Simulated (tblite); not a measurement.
Species: C₃H₆Cl₄OSi.
Atom-mapped SMILES: `[CH3:1][O:2][C@@H:3]([CH2:4][Cl:5])[Si:6]([Cl:7])([Cl:8])[Cl:9]` (hydrogens: H10, H11, H12 on C1; H13 on C3; H14, H15 on C4)

Structure optimised with GFN2-xTB, isolated species.

(1) List the bond lengths, angles and torsions at this level.

Answers

(1) 
```csv
bond,length (bohr)
C1–O2,2.662
O2–C3,2.675
C3–C4,2.892
C4–Cl5,3.354
C3–Si6,3.661
"Si6–Cl7, Si6–Cl9",3.799
Si6–Cl8,3.814
"C1–H10, C1–H11, C1–H12",2.065
C3–H13,2.082
C4–H14,2.060
C4–H15,2.060
```

Bonds in one row agree within 0.02 bohr and their mean is given. A selection of angles:
```csv
angle,degrees
C1–O2–C3,115.5
O2–C3–C4,110.7
O2–C3–Si6,104.9
C4–C3–Si6,113.9
C3–C4–Cl5,110.1
C3–Si6–Cl7,107.4
C3–Si6–Cl8,110.5
C3–Si6–Cl9,109.1
Cl7–Si6–Cl8,109.2
Cl8–Si6–Cl9,110.5
```

Torsions: C1–O2–C3–C4 77° (synclinal); O2–C3–C4–Cl5 175° (antiperiplanar); O2–C3–Si6–Cl7 34° (synclinal).

Of the pairs four or more bonds apart, H12···H13 is among the closest relative to their van der Waals radii: 2.29 Å, 95 % of the sum of Bondi's values. Si6 (chlorine-bound silicon) is tetrahedral (angles from 107.4° to 110.5°).

Point group: C1 (no symmetry element, even within 0.4 Å). Its GFN2-xTB frequencies are all real (lowest 21 cm⁻¹). The numbers are those of one conformer. 3 starts were optimised and ended at 0.00, 0.09 and 0.55 kcal/mol (GFN2-xTB); the lowest of these is shown.

The numbers are calculated, not measured.
